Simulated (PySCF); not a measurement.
**Electron correlation in Be (beryllium, neutral)**

[He] 2s2, closed-shell 1S. All numbers are calculated (PySCF 2.14, scalar relativity by spin-free X2C-1e, in cc-pVTZ-DK). Frozen: 1s2; 2 electrons correlated.

Total MP2 correlation energy: -28.17 mhartree.

Same-spin part 0.00 and opposite-spin part -28.17 mhartree; SCS-MP2 scales them by 1/3 and 6/5 to -33.81 mhartree.

With two correlated electrons CCSD is exact within the correlated space (frozen core and kept virtual orbitals).

| level | correlation energy (mhartree) |
| --- | --- |
| CCSD | -45.55 |

Diagnostics: T1 = 0.020, D1 = 0.0278, largest double amplitude 0.129.

Cost of the coupled-cluster step: 0.07 s of wall time on 1 thread of Neoverse-V2 (shared host), for 2 correlated electrons.
